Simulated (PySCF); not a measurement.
HgCl₂ (singlet). Level of theory: PBE0/[Hg def2-TZVP with ECP60, Cl def2-TZVP], scalar-relativistic core potentials, density fitting, no spin–orbit coupling, PySCF.

Harmonic bands of its minimum:

```tsv
ω (cm⁻¹)	IR (km/mol, summed over degenerate members)	degeneracy
100	8.9	2
356	0.0	1
410	55.5	1
```

The central atom is Hg. Infer the point group and assign the bands.

D∞h. The modes span πu + σg+ + σu+: 100 πu, 356 σg+, 410 σu+. The computed geometry has Hg–Cl 2.258 Å (×2); Cl–Hg–Cl 180.0°.

Spin–orbit coupling, left out here, can matter for elements this heavy.
